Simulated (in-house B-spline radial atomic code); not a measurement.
RPA and G0W0 on B3LYP (VWN-RPA): Rh⁴⁺

Configuration [Kr] 4d5, highest spin, mean-field start B3LYP (VWN-RPA). Computed with a B-spline radial code for spherical atoms: all electrons, non-relativistic, point nucleus, each spin shell either full or empty, empty states to l = 9 with an (l + 1/2)⁻⁴ tail; G0W0 by contour deformation at full frequency.

Without relativity these are model numbers: it shifts the levels of so heavy an element strongly and can reorder them.

Command:
```bash
python run_gw.py task.json out
```
Settings (radii: box in bohr, nucleus in fm):
```
Z                        45
electrons                41
configuration            [Kr] 4d5
hamiltonian              nr
method                   b3lyp
lmax                     9
spin_polarised           True
box_radius               11.96
intervals                52
```

Cost of the run: 4.6 s on 1 thread of Arm Neoverse N1 (shared host).

Energies (hartree):

```csv
term,value
mean-field total,-4684.39119
Hartree-Fock functional on these orbitals,-4682.36006
direct second order,-3.3852
second-order exchange,0.97356
SOSEX correction,0.91298
```

**Question.** What is the RPA correlation energy, and what remains with SOSEX?

**Answer.** RPA gives -3.022 hartree (-2.01 eV per electron); RPA + SOSEX gives -2.1091, and the second-order doubles -2.4116 hartree (no singles). RPA lacks exchange-type terms and so overcorrelates at short range.

Quasi-particle levels (eV):

```
  level  occupied  mean field  Σx - vxc     Σc  QP weight     G0W0
  4d up       yes      -58.65     -6.59      ?          ?        ?
4p down       yes     -100.49     -6.91   0.03      0.938  -107.37
4d down        no      -50.93      9.07  -3.75      0.955   -45.61
```

G0W0 = mean field + (Σx - vxc) + Σc, with Σc (partial-wave tail included) taken at the quasi-particle energy. Only the outer levels were computed. Levels of low weight are left out.

**Question.** Where does G0W0 put 4d up?

**Answer.** At -65.30 eV, with Σc = -0.06 eV and a quasi-particle weight of 0.954. The tabulated removal energy is 63 ± 1.9 eV (NIST, tabulated theory); the calculation leaves out relativity, Breit and QED terms, and what these don't explain is the method's own error.
